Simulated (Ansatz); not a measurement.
`B[SiH](C)OC`, charge 0, multiplicity 1.

(1) Give a relaxed structure at PBE0-D4/def2-TZVP (the Gaussian-basis code of Ansatz). (Estimate.)

Answers

(1) Ansatz gave: 
```xyz
14

B    -2.437   -0.287    0.090
Si   -0.526    0.307   -0.009
C     0.317    0.213    1.665
O     0.276   -0.597   -1.137
C     1.596   -0.319   -1.531
H    -3.184    0.261    0.850
H    -2.889   -1.167   -0.579
H    -0.494    1.745   -0.443
H     1.349    0.568    1.605
H     0.330   -0.810    2.049
H    -0.211    0.841    2.388
H     1.843   -0.953   -2.386
H     2.312   -0.532   -0.728
H     1.717    0.729   -1.833
```
This is one stationary point; other conformers may exist.
